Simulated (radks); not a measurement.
Task: Spherical quantum dot in the effective-mass picture: electrons in a parabolic well V = omega^2 r^2 / 2 with omega = 0.0717, with a point charge +1 (a donor) at the centre, all in effective atomic units (hartree* = m*/eps^2 hartree, bohr* = eps/m* bohr), one dielectric constant everywhere. Method: non-relativistic Kohn-Sham, LDA (Slater exchange, Perdew-Wang correlation), spin-polarised, spherical densities; computed with a radial shooting solver with Libxc functionals. Levels are named by radial order and angular momentum (1s, 1p, 1d, 2s, ...), and open shells are averaged over m. Results are scaled to m* = 0.122 and eps = 14.7, for which hartree* = 15.36 meV and bohr* = 6.376 nm. At N = 2 the configuration is 1s2. Does electron 3 go into 2s up or 1p up?

Result: Into 1p up. The total energies of the other choices lie higher by 0.0213 meV (2s up).
